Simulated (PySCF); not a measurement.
## How methods differ on the ionisation energy of Ti⁴⁺

Ti⁴⁺ [Ar] (1S) → Ti⁵⁺ [Ne] 3s2 3p5 (2P), as a difference of total energies. Computed with PySCF 2.14 in an uncontracted even-tempered set (20 s from 0.13 bohr⁻², ratio 2.5; 13 p from 0.17 bohr⁻², ratio 2.5; 5 d from 2.3 bohr⁻², ratio 2.7; 5 f from 3.5 bohr⁻², ratio 2.7), with scalar relativity by spin-free X2C-1e. Correlated levels: outer shells: 1s2 frozen; virtual orbitals above 40 to 60 times the deepest correlated orbital energy dropped. The calculations carry no spin-orbit coupling.

| method | ionisation energy (eV) | plus first-order spin-orbit estimate | error of that sum (eV) |
| --- | --- | --- | --- |
| UHF | 98.116 | 97.885 | -1.414 |
| LDA | 99.527 | 99.296 | -0.003 |
| PBE | 99.254 | 99.023 | -0.276 |
| PBE0 | 99.356 | 99.125 | -0.174 |
| r2SCAN | 99.499 | 99.268 | -0.031 |
| TPSSh | 99.364 | 99.133 | -0.166 |
| PW91 | 99.378 | 99.147 | -0.152 |
| MP2 (outer shells) | 98.960 | 98.729 | -0.570 |
| SCS-MP2 (outer shells) | 98.852 | 98.621 | -0.678 |

Reference: 99.299 ± 0.012 eV (measured; NIST Atomic Spectra Database, ionization energies).

A first-order spin-orbit estimate (lowest level to lowest level, LS coupling) adds -0.231 eV.
